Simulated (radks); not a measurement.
Results of a calculation; reference values are marked as such.
All-electron atom: Tb LVI in [Ne] (the NIST ground configuration).

Level of theory: Dirac Kohn-Sham, PBE, spin-unpolarised, spherical densities, point nucleus (a radial shooting solver on a logarithmic mesh with Libxc functionals).

Energy parts (hartree):
| part | energy |
|---|---|
| total | -8324.8485 |
| kinetic | 9297.6321 |
| electron-nucleus | -18197.8684 |
| Hartree | 692.2014 |
| exchange-correlation | -116.8136 |

Orbitals (lengths in bohr, moments of r in powers of bohr):
orbital  occ.  eigenvalue (hartree)  <1/r>       <r^4>      <r>
1s1/2       2             -2065.084  73.18   1.057e-06  0.02148
2s1/2       2             -466.2724  17.82   0.0001527  0.08933
2p1/2       2             -453.0532  17.74  0.00009292  0.07440
2p3/2       4             -424.4950  15.63   0.0001214  0.08100
3s1/2       0             -193.8890  7.346    0.003918   0.2130
3p1/2       0             -189.4211  7.278    0.003283   0.2002
3p3/2       0             -181.6355  6.703    0.003890   0.2097

The highest occupied level is 2p3/2 at -11551.1 eV. For comparison, the ionisation energy in NIST's Atomic Spectra Database is 11673 eV (theoretical). In exact Kohn-Sham theory the highest level is minus the ionisation energy, but local and semilocal functionals leave it too shallow, through self-interaction and a potential that decays too fast; potentials with the right tail come closer.
